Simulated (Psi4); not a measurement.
Job for Psi4: SAPT0/jun-cc-pV(D+d)Z on ClH3S (a complex), monomers drawn apart or pushed together.

```
memory 2025 MB

molecule dimer {
0 1
Cl   -0.23466976    0.31584645   -0.70187454
H    -0.51165338    0.48619689    0.55671537
--
0 1
S    -1.06958625    0.67947121    3.84685623
H     0.22441213    0.44492255    4.12112632
H    -1.38413967   -0.62503915    3.90992817
units angstrom
symmetry c1
no_reorient
no_com
}

set {
  basis jun-cc-pV(D+d)Z
  scf_type df
  freeze_core true
}

energy('sapt0')
```

Program output:

```
[...]
==> Input File <==

--------------------------------------------------------------------------
memory 2025 MB

molecule dimer {
0 1
Cl   -0.23466976    0.31584645   -0.70187454
H    -0.51165338    0.48619689    0.55671537
--
0 1
S    -1.06958625    0.67947121    3.84685623
H     0.22441213    0.44492255    4.12112632
H    -1.38413967   -0.62503915    3.90992817
units angstrom
symmetry c1
no_reorient
no_com
}

set {
  basis jun-cc-pV(D+d)Z
  scf_type df
  freeze_core true
}

energy('sapt0')
--------------------------------------------------------------------------


   => Loading Basis Set <=

    Name: JUN-CC-PV(D+D)Z
    Role: ORBITAL
    Keyword: BASIS
    atoms 1      entry CL         line   764 file jun-cc-pv_dpd_z.gbs
    atoms 2, 4-5 entry H          line    60 file jun-cc-pv_dpd_z.gbs
    atoms 3      entry S          line   698 file jun-cc-pv_dpd_z.gbs

   => Loading Basis Set <=

    Name: JUN-CC-PV(D+D)Z
    Role: ORBITAL
    Keyword: BASIS
    atoms 1      entry CL         line   764 file jun-cc-pv_dpd_z.gbs
    atoms 2, 4-5 entry H          line    60 file jun-cc-pv_dpd_z.gbs
    atoms 3      entry S          line   698 file jun-cc-pv_dpd_z.gbs


  //>>>>>>>>>>>>>>>>>>>>>>>>>>>>>>>>>>>//
  //              Dimer HF             //
  //<<<<<<<<<<<<<<<<<<<<<<<<<<<<<<<<<<<//

   => Libint2 <=

    Primary   basis highest AM E, G, H:  7, 6, 3
    Auxiliary basis highest AM E, G, H:  7, 7, 4
    Onebody   basis highest AM E, G, H:  -, -, -
    Solid Harmonics ordering:            Gaussian


   => Loading Basis Set <=

    Name: JUN-CC-PV(D+D)Z
    Role: ORBITAL
    Keyword: BASIS
    atoms 1      entry CL         line   764 file jun-cc-pv_dpd_z.gbs
    atoms 2, 4-5 entry H          line    60 file jun-cc-pv_dpd_z.gbs
    atoms 3      entry S          line   698 file jun-cc-pv_dpd_z.gbs


         ---------------------------------------------------------
                                   SCF
               by Justin Turney, Rob Parrish, Andy Simmonett
                          and Daniel G. A. Smith
                              RHF Reference
                        1 Threads,   1931 MiB Core
         ---------------------------------------------------------

  ==> Geometry <==

    Molecular point group: c1
    Full point group: C1

    Geometry (in Angstrom), charge = 0, multiplicity = 1:

       Center              X                  Y                   Z               Mass
    ------------   -----------------  -----------------  -----------------  -----------------
         CL          -0.234669760000     0.315846450000    -0.701874540000    34.968852682000
         H           -0.511653380000     0.486196890000     0.556715370000     1.007825032230
         S           -1.069586250000     0.679471210000     3.846856230000    31.972071174400
         H            0.224412130000     0.444922550000     4.121126320000     1.007825032230
         H           -1.384139670000    -0.625039150000     3.909928170000     1.007825032230

  Running in c1 symmetry.

  Rotational constants: A =      1.10379  B =      0.02959  C =      0.02901 [cm^-1]
  Rotational constants: A =  33090.84097  B =    887.18290  C =    869.64861 [MHz]
  Nuclear repulsion =   57.362112866435254

  Charge       = 0
  Multiplicity = 1
  Electrons    = 36
  Nalpha       = 18
  Nbeta        = 18

  ==> Algorithm <==

  SCF Algorithm Type is DF.
  DIIS enabled.
  MOM disabled.
  Fractional occupation disabled.
  Guess Type is SAD.
  Energy threshold   = 1.00e-08
  Density threshold  = 1.00e-08
  Integral threshold = 1.00e-12

  ==> Primary Basis <==

  Basis Set: JUN-CC-PV(D+D)Z
    Blend: JUN-CC-PV(D+D)Z
    Number of shells: 31
    Number of basis functions: 69
    Number of Cartesian functions: 73
    Spherical Harmonics?: true
    Max angular momentum: 2

   => Loading Basis Set <=

    Name: (JUN-CC-PV(D+D)Z AUX)
    Role: JKFIT
    Keyword: DF_BASIS_SCF
    atoms 1      entry CL         line   746 file jun-cc-pvdz-jkfit.gbs
    atoms 2, 4-5 entry H          line    70 file jun-cc-pvdz-jkfit.gbs
    atoms 3      entry S          line   666 file jun-cc-pvdz-jkfit.gbs

  ==> Integral Setup <==

  DFHelper Memory: AOs need 0.011 GiB; user supplied 1.414 GiB.
  SCF_SUBTYPE=INCORE selected. In-core MEM_DF algorithm will be used.
  Using in-core AOs.

  ==> MemDFJK: Density-Fitted J/K Matrices <==

    J tasked:                   Yes
    K tasked:                   Yes
    wK tasked:                   No
    OpenMP threads:               1
    Algorithm:                 Core
    Schwarz Cutoff:           1E-12
    Mask sparsity (%):       9.9559
    Fitting Condition:        1E-10

   => Auxiliary Basis Set <=

  Basis Set: (JUN-CC-PV(D+D)Z AUX)
    Blend: JUN-CC-PVDZ-JKFIT
    Number of shells: 105
    Number of basis functions: 311
    Number of Cartesian functions: 355
    Spherical Harmonics?: true
    Max angular momentum: 3

  Minimum eigenvalue in the overlap matrix is 1.8028834542E-02.
  Reciprocal condition number of the ov
[...]
370    65A     13.669959    66A     23.868254
      67A     23.868414    68A     24.290976    69A    156.645865

    Final Occupation by Irrep:
              A
    DOCC [     9 ]
    NA   [     9 ]
    NB   [     9 ]

  @DF-RHF Final Energy:  -398.70101509449711

   => Energetics <=

    Nuclear Repulsion Energy =             12.8775673662107906
    One-Electron Energy =                -576.4460707837370137
    Two-Electron Energy =                 164.8674883230291357
    Total Energy =                       -398.7010150944971087

Computation Completed


Properties will be evaluated at   0.000000,   0.000000,   0.000000 [a0]

Properties computed using the SCF density matrix


 Multipole Moments:

 ------------------------------------------------------------------------------------
     Multipole            Electronic (a.u.)      Nuclear  (a.u.)        Total (a.u.)
 ------------------------------------------------------------------------------------

 L = 1.  Multiply by 2.5417464519 to convert [e a0] to [Debye]
 Dipole X            :         34.8054780          -34.5311687            0.2743093
 Dipole Y            :        -20.6345337           20.2038609           -0.4306728
 Dipole Z            :       -131.3959794          131.4885690            0.0925896
 Magnitude           :                                                    0.5189388

 ------------------------------------------------------------------------------------

  Constructing Basis Sets for SAPT...

   => Loading Basis Set <=

    Name: (JUN-CC-PV(D+D)Z AUX)
    Role: RIFIT
    Keyword: DF_BASIS_SAPT
    atoms 1      entry CL         line   544 file jun-cc-pvdz-ri.gbs
    atoms 2, 4-5 entry H          line    30 file jun-cc-pvdz-ri.gbs
    atoms 3      entry S          line   488 file jun-cc-pvdz-ri.gbs

   => Loading Basis Set <=

    Name: (JUN-CC-PV(D+D)Z AUX)
    Role: JKFIT
    Keyword: DF_BASIS_ELST
    atoms 1      entry CL         line   746 file jun-cc-pvdz-jkfit.gbs
    atoms 2, 4-5 entry H          line    70 file jun-cc-pvdz-jkfit.gbs
    atoms 3      entry S          line   666 file jun-cc-pvdz-jkfit.gbs


  //>>>>>>>>>>>>>>>>>>>>>>>>>>>>>>>>>>>//
  //               SAPT0               //
  //<<<<<<<<<<<<<<<<<<<<<<<<<<<<<<<<<<<//



        SAPT0
    Ed Hohenstein
     6 June 2009

      Orbital Information
  --------------------------
    NSO        =        69
    NMO        =        69
    NRI        =       212
    NRI (Elst) =       311
    NOCC A     =         9
    NOCC B     =         9
    FOCC A     =         5
    FOCC B     =         5
    NVIR A     =        60
    NVIR B     =        60

    Elst10,r            =    -0.002577117361 [Eh]
    Exch10              =     0.000791902096 [Eh]
    Exch10 (S^2)        =     0.000791115362 [Eh]

    Maxiter = 50
    CPHF R converge = 1.000000E-08

    Iter     Energy [mEh]          dE [mEh]         Residual      Time [s]
       1      -0.05576900       0.055769000     1.599591e-03             0
       2      -0.06084281       0.005073813     6.734306e-04             0
       3      -0.06500582       0.004163010     8.335093e-05             0
       4      -0.06463295      -0.000372876     1.548416e-05             0
       5      -0.06463730       0.000004355     4.036466e-06             0
       6      -0.06464495       0.000007645     7.020089e-07             0
       7      -0.06464336      -0.000001587     1.615580e-07             0
       8      -0.06464358       0.000000221     4.842662e-08             0
       9      -0.06464357      -0.000000006     1.077095e-08             0
      10      -0.06464356      -0.000000010     1.532737e-09             0

    CHF Iterations converged

    Maxiter = 50
    CPHF R converge = 1.000000E-08

    Iter     Energy [mEh]          dE [mEh]         Residual      Time [s]
       1      -0.37454993       0.374549929     3.409081e-03             0
       2      -0.46462882       0.090078889     1.600178e-03             0
       3      -0.47802145       0.013392635     1.875003e-04             0
       4      -0.47537938      -0.002642078     2.689815e-05             0
       5      -0.47557613       0.000196756     6.193363e-06             0
       6      -0.47557385      -0.000002278     2.096978e-06             0
       7      -0.47556574      -0.000008112     4.534342e-07             0
       8      -0.47556746       0.000001723     6.165723e-08             0
       9      -0.47556733      -0.000000136     1.332364e-08             0
      10      -0.47556734       0.000000008     2.821317e-09             0

    CHF Iterations converged

    Ind20,r (A<-B)      =    -0.000064643565 [Eh]
    Ind20,r (B<-A)      =    -0.000475567335 [Eh]
    Ind20,r             =    -0.000540210900 [Eh]
    Exch-Ind20,r (A<-B) =     0.000017414966 [Eh]
    Exch-Ind20,r (B<-A) =     0.000238528033 [Eh]
    Exch-Ind20,r        =     0.000255942999 [Eh]
    Disp20              =    -0.000629310502 [Eh]
    Disp20 (SS)         =    -0.000314655251 [Eh]
    Disp20 (OS)         =    -0.000314655251 [Eh]
    Exch-Disp20         =     0.000048687420 [Eh]
    Exch-Disp20 (SS)    =     0.000025994096 [Eh]
    Exch-Disp20 (OS)    =     0.000022693324 [Eh]

    SAPT Results
  --------------------------------------------------------------------------------------------------------
    Electrostatics                 -2.57711736 [mEh]      -1.61716556 [kcal/mol]      -6.76622070 [kJ/mol]
      Elst10,r                     -2.57711736 [mEh]      -1.61716556 [kcal/mol]      -6.76622070 [kJ/mol]

    Exchange                        0.79190210 [mEh]       0.49692607 [kcal/mol]       2.07913867 [kJ/mol]
      Exch10                        0.79190210 [mEh]       0.49692607 [kcal/mol]       2.07913867 [kJ/mol]
      Exch10(S^2)                   0.79111536 [mEh]       0.49643238 [kcal/mol]       2.07707310 [kJ/mol]

    Induction                      -0.46244237 [mEh]      -0.29018697 [kcal/mol]      -1.21414228 [kJ/mol]
      Ind20,r                      -0.54021090 [mEh]      -0.33898746 [kcal/mol]      -1.41832352 [kJ/mol]
      Exch-Ind20,r                  0.25594300 [mEh]       0.16060666 [kcal/mol]       0.67197825 [kJ/mol]
      delta HF,r (2)               -0.17817447 [mEh]      -0.11180617 [kcal/mol]      -0.46779701 [kJ/mol]

    Dispersion                     -0.58062308 [mEh]      -0.36434648 [kcal/mol]      -1.52442569 [kJ/mol]
      Disp20                       -0.62931050 [mEh]      -0.39489830 [kcal/mol]      -1.65225450 [kJ/mol]
      Exch-Disp20                   0.04868742 [mEh]       0.03055182 [kcal/mol]       0.12782880 [kJ/mol]
      Disp20 (SS)                  -0.31465525 [mEh]      -0.19744915 [kcal/mol]      -0.82612725 [kJ/mol]
      Disp20 (OS)                  -0.31465525 [mEh]      -0.19744915 [kcal/mol]      -0.82612725 [kJ/mol]
      Exch-Disp20 (SS)              0.02599410 [mEh]       0.01631154 [kcal/mol]       0.06824749 [kJ/mol]
      Exch-Disp20 (OS)              0.02269332 [mEh]       0.01424028 [kcal/mol]       0.05958131 [kJ/mol]

  Total HF                         -2.24765764 [mEh]      -1.41042646 [kcal/mol]      -5.90122431 [kJ/mol]
  Total SAPT0                      -2.82828072 [mEh]      -1.77477295 [kcal/mol]      -7.42565000 [kJ/mol]

  Special recipe for scaled SAPT0 (see Manual):
    Electrostatics sSAPT0          -2.57711736 [mEh]      -1.61716556 [kcal/mol]      -6.76622070 [kJ/mol]
    Exchange sSAPT0                 0.79190210 [mEh]       0.49692607 [kcal/mol]       2.07913867 [kJ/mol]
    Induction sSAPT0               -0.46167804 [mEh]      -0.28970734 [kcal/mol]      -1.21213552 [kJ/mol]
    Dispersion sSAPT0              -0.58047768 [mEh]      -0.36425525 [kcal/mol]      -1.52404395 [kJ/mol]
  Total sSAPT0                     -2.82737099 [mEh]      -1.77420208 [kcal/mol]      -7.42326150 [kJ/mol]
  --------------------------------------------------------------------------------------------------------



*** Psi4 exiting successfully. Buy a developer a beer!
```

The run finished.

Cost: about 6 core-seconds (a rough figure).
